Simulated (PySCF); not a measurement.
PySCF job for Ga(H)2(NH2) (GaH4N), SMILES [GaH2][NH2], TDDFT-B3LYP/def2-TZVPD. Geometry: B3LYP-D3(BJ)/def2-TZVP.

```python
import numpy as np
from pyscf import gto, scf, dft, tdscf

mol = gto.M(
    atom='''
    Ga    0.00000000    0.00000000   -0.38441691
    H     0.00000000   -1.39708306   -1.08211213
    H     0.00000000    1.39708306   -1.08211213
    N     0.00000000    0.00000000    1.43929434
    H     0.00000000   -0.83416143    2.00304413
    H     0.00000000    0.83416143    2.00304413
    ''',
    basis='def2-TZVPD',
    charge=0,
    spin=0,
    symmetry=True,
    max_memory=1600,
    verbose=4,
)
mf = dft.RKS(mol, xc='b3lyp').density_fit(auxbasis='def2-universal-jkfit')
mf.grids.level = 3
mf.conv_tol = 1e-9
mf.max_cycle = 100
mf.kernel()
mf.grids = dft.Grids(mol).set(level=1).build(with_non0tab=True)  # coarser grid for the response kernel
td = tdscf.TDDFT(mf)
td.singlet = True
td.nstates = 10
td.conv_tol = 1e-4
td.kernel(x0=td.get_init_guess(mf, 15))
td.analyze()
tt = tdscf.TDA(mf)
tt.singlet = False
tt.nstates = 4
tt.conv_tol = 1e-4
tt.kernel(x0=tt.get_init_guess(mf, 9))
tt.analyze(verbose=3)
```

Log of the run:

```
PySCF version 2.14.0

[INPUT] verbose = 4
[INPUT] num. atoms = 6
[INPUT] num. electrons = 42
[INPUT] charge = 0
[INPUT] spin (= nelec alpha-beta = 2S) = 0
[INPUT] symmetry True subgroup None
[INPUT] Mole.unit = angstrom
[INPUT] Symbol           X                Y                Z      unit          X                Y                Z       unit  Magmom
[INPUT]  1 Ga     0.000000000000   0.000000000000  -0.384416910000 AA    0.000000000000   0.000000000000  -0.726442677552 Bohr   0.0
[INPUT]  2 H      0.000000000000  -1.397083060000  -1.082112130000 AA    0.000000000000  -2.640104356669  -2.044895561770 Bohr   0.0
[INPUT]  3 H      0.000000000000   1.397083060000  -1.082112130000 AA    0.000000000000   2.640104356669  -2.044895561770 Bohr   0.0
[INPUT]  4 N      0.000000000000   0.000000000000   1.439294340000 AA    0.000000000000   0.000000000000   2.719872115237 Bohr   0.0
[INPUT]  5 H      0.000000000000  -0.834161430000   2.003044130000 AA    0.000000000000  -1.576336646376   3.785204821118 Bohr   0.0
[INPUT]  6 H      0.000000000000   0.834161430000   2.003044130000 AA    0.000000000000   1.576336646376   3.785204821118 Bohr   0.0

nuclear repulsion = 107.999276540548
point group symmetry = C2v
symmetry origin: [0.00000000e+00 0.00000000e+00 7.64889121e-09]
symmetry axis x: [1. 0. 0.]
symmetry axis y: [0. 1. 0.]
symmetry axis z: [0. 0. 1.]
num. orbitals of irrep A1 = 55
num. orbitals of irrep A2 = 14
num. orbitals of irrep B1 = 24
num. orbitals of irrep B2 = 34
number of shells = 51
number of NR pGTOs = 202
number of NR cGTOs = 127
basis = def2-TZVPD
ecp = {}


[settings echo left out]
init E= -1981.51324285803
HOMO (B1) = -0.316192752861817  LUMO (B1) = -0.0637307626701569  gap/eV = 6.86984
cycle= 1 E= -1981.9998808951  delta_E= -0.487  |g|= 0.909  |ddm|= 1.87
HOMO (B1) = -0.162209552192254  LUMO (B1) = -0.0302051176489622  gap/eV = 3.59202
cycle= 2 E= -1981.71217769284  delta_E= 0.288  |g|= 1.54  |ddm|= 1.49
HOMO (B2) = -0.29081414920676  LUMO (B1) = -0.0385183178072346  gap/eV = 6.86532
cycle= 3 E= -1982.08560822892  delta_E= -0.373  |g|= 0.238  |ddm|= 1.11
HOMO (B1) = -0.261923554451018  LUMO (B1) = -0.0377886270859333  gap/eV = 6.09902
cycle= 4 E= -1982.09786805242  delta_E= -0.0123  |g|= 0.0421  |ddm|= 0.176
HOMO (B1) = -0.26336664525158  LUMO (B1) = -0.0413829617349606  gap/eV = 6.04048
cycle= 5 E= -1982.09810286802  delta_E= -0.000235  |g|= 0.0102  |ddm|= 0.0393
HOMO (B1) = -0.263756250169121  LUMO (B1) = -0.0397350939744028  gap/eV = 6.09593
cycle= 6 E= -1982.09813256291  delta_E= -2.97e-05  |g|= 0.00185  |ddm|= 0.0111
HOMO (B1) = -0.264180505715337  LUMO (B1) = -0.0398179178026883  gap/eV = 6.10522
cycle= 7 E= -1982.09813339252  delta_E= -8.3e-07  |g|= 0.000156  |ddm|= 0.00164
HOMO (B1) = -0.264175128290373  LUMO (B1) = -0.0398191270193493  gap/eV = 6.10504
cycle= 8 E= -1982.09813340173  delta_E= -9.21e-09  |g|= 4.36e-05  |ddm|= 0.000299
HOMO (B1) = -0.264169420751809  LUMO (B1) = -0.0398193812751373  gap/eV = 6.10488
cycle= 9 E= -1982.09813340221  delta_E= -4.78e-10  |g|= 5.32e-06  |ddm|= 5.18e-05
HOMO (B1) = -0.264167400905619  LUMO (B1) = -0.0398197159862468  gap/eV = 6.10481
Extra cycle  E= -1982.0981334022  delta_E= 1.32e-11  |g|= 9.06e-06  |ddm|= 1.28e-05
converged SCF energy = -1982.0981334022
tot grids = 22424


******** <class 'pyscf.tdscf.rks.TDDFT'> for <class 'pyscf.df.df_jk.DFSymAdaptedRKS'> ********
nstates = 10 singlet
deg_eia_thresh = 1.000e-03
wfnsym = None
conv_tol = 0.0001
eigh lindep = 1e-12
eigh level_shift = 0
eigh max_cycle = 100


Excitation energies (eV)
[5.63107438 5.99834459 6.07466394 6.76691416 7.18154715 7.29247699
 7.37028772 7.63567436 7.92491622 7.97041545]

** Singlet excitation energies and oscillator strengths **
Excited State   1:   A1      5.63107 eV    220.18 nm  f=0.0983
      21 -> 22       -0.69850
Excited State   2:   B1      5.99834 eV    206.70 nm  f=0.0748
      21 -> 23       -0.70379
Excited State   3:   A2      6.07466 eV    204.10 nm  f=0.0000
      20 -> 22        0.70673
Excited State   4:   B1      6.76691 eV    183.22 nm  f=0.0002
      19 -> 22       -0.10137
      21 -> 24       -0.67103
      21 -> 25        0.18692
Excited State   5:   B1      7.18155 eV    172.64 nm  f=0.0116
      19 -> 22        0.61730
      21 -> 24       -0.17284
      21 -> 25       -0.28506
Excited State   6:   B1      7.29248 eV    170.02 nm  f=0.0649
      19 -> 22       -0.31617
      21 -> 24       -0.12464
      21 -> 25       -0.61407
Excited State   7:   B2      7.37029 eV    168.22 nm  f=0.0107
      20 -> 23       -0.69830
Excited State   8:   A2      7.63567 eV    162.37 nm  f=0.0000
      21 -> 26        0.69905
Excited State   9:   B1      7.92492 eV    156.45 nm  f=0.0109
      21 -> 27        0.69577
Excited State  10:   B2      7.97042 eV    155.56 nm  f=0.1858
      20 -> 24        0.66702
      20 -> 25        0.22210

** Transition electric dipole moments (AU) **
state          X           Y           Z        Dip. S.      Osc.
  1        -0.0000     -0.0000      0.8443      0.7129      0.0983
  2        -0.7133     -0.0000     -0.0000      0.5088      0.0748
  3        -0.0000      0.0000     -0.0000      0.0000      0.0000
  4        -0.0341     -0.0000     -0.0000      0.0012      0.0002
  5        -0.2566     -0.0000     -0.0000      0.0659      0.0116
  6         0.6029     -0.0000      0.0000      0.3635      0.0649
  7         0.0000     -0.2429      0.0000      0.0590      0.0107
  8         0.0000     -0.0000     -0.0000      0.0000      0.0000
  9         0.2373     -0.0000      0.0000      0.0563      0.0109
 10        -0.0000     -0.9756     -0.0000      0.9517      0.1858

** Transition velocity dipole moments (imaginary part, AU) **
state          X           Y           Z        Dip. S.      Osc.
  1         0.0000     -0.0000      0.1766      0.0312      0.1005
  2        -0.1637     -0.0000     -0.0000      0.0268      0.0810
  3         0.0000     -0.0000      0.0000      0.0000      0.0000
  4        -0.0071     -0.0000      0.0000      0.0000      0.0001
  5        -0.0643      0.0000     -0.0000      0.0041      0.0105
  6         0.1687      0.0000     -0.0000      0.0284      0.0708
  7         0.0000     -0.0662     -0.0000      0.0044      0.0108
  8        -0.0000      0.0000     -0.0000      0.0000      0.0000
  9         0.0677     -0.0000      0.0000      0.0046      0.0105
 10        -0.0000     -0.2873      0.0000      0.0826      0.1879

** Transition magnetic dipole moments (imaginary part, AU) **
state          X           Y           Z
  1         0.0000      0.0000      0.0000
  2         0.0000      0.3942      0.0000
  3         0.0000     -0.0000      1.3392
  4         0.0000      0.2596      0.0000
  5        -0.0000     -1.3066     -0.0000
  6         0.0000      0.3716      0.0000
  7         1.0842      0.0000      0.0000
  8         0.0000      0.0000     -0.0163
  9        -0.0000     -0.0029      0.0000
 10         0.0215     -0.0000     -0.0000


******** <class 'pyscf.tdscf.rks.TDA'> for <class 'pyscf.df.df_jk.DFSymAdaptedRKS'> ********
nstates = 4 triplet
deg_eia_thresh = 1.000e-03
wfnsym = None
conv_tol = 0.0001
eigh lindep = 1e-12
eigh level_shift = 0
eigh max_cycle = 100


Excitation energies (eV)
[4.43712607 5.58373975 5.61545734 6.62938443]

** Triplet excitation energies and oscillator strengths **
Excited State   1:   A1      4.43713 eV    279.42 nm  f=0.0000
Excited State   2:   B1      5.58374 eV    222.05 nm  f=0.0000
Excited State   3:   A2      5.61546 eV    220.79 nm  f=0.0000
Excited State   4:   B1      6.62938 eV    187.02 nm  f=0.0000
```

The calculation finished and met its thresholds.
